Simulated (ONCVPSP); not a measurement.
Pseudopotential generation for P (Z = 15): ONCV, PBE, scalar-relativistic.

| Item | Value |
| --- | --- |
| Element | P (Z = 15) |
| Generator | ONCVPSP 4.0.1 |
| Type | optimised norm-conserving Vanderbilt (ONCV) |
| Functional | PBE |
| Relativity | scalar-relativistic |
| Frozen core | [Ne] |
| Valence charge | 5 |
| Reference configuration | 3s1 3p4 |
| Partial waves | 3s: rc 1.65 bohr, ncon 4, nbas 9, qcut 4.9 1/bohr, 2 projectors, debl 2.7 Ha; 3p: rc 1.60 bohr, ncon 4, nbas 8, qcut 4.9 1/bohr, 2 projectors, debl 0.7 Ha; d scattering state at 0.37 Ha: rc 1.35 bohr, ncon 5, nbas 9, qcut 6 1/bohr, 2 projectors, debl 2.7 Ha |
| Local potential | polynomial inside 1.30 bohr (lpopt 5, dvloc0 0 Ha) |
| Core correction | Teter function, fcfact 4.5, rcfact 1.25 |

Task: Does the generator finish with these settings?

Result: Yes, a potential is produced and its reference levels are reproduced.

Task: Estimate the cutoffs (Ha) at which the residual kinetic energy of the hardest occupied pseudo-wave falls to 1 and 0.1 mHa per electron.

Result: 9.9 Ha and 15 Ha. The cutoffs count occupied waves only; projector 1 of the d channel, the hardest unoccupied one, needs 46 Ha at the loose tolerance.

Task: Does the potential have ghost states?

Result: No bound ghost flagged; GHOST(+) flagged for s at 190.8 eV.

Task: Which valence shell sets the plane-wave cutoff?

Result: 3s: 10 Ha for 1 mHa per electron, against 5 Ha for 3p.

Task: Tests: 3s2 3p3; 3s2 3p2; 3s2 3p1; 3s0 3p5. Which has the largest error in its energy relative to the reference configuration, and how large is it?

Result: 3s2 3p1, with +6.0 meV (all-electron minus pseudo) on +20.34 eV.
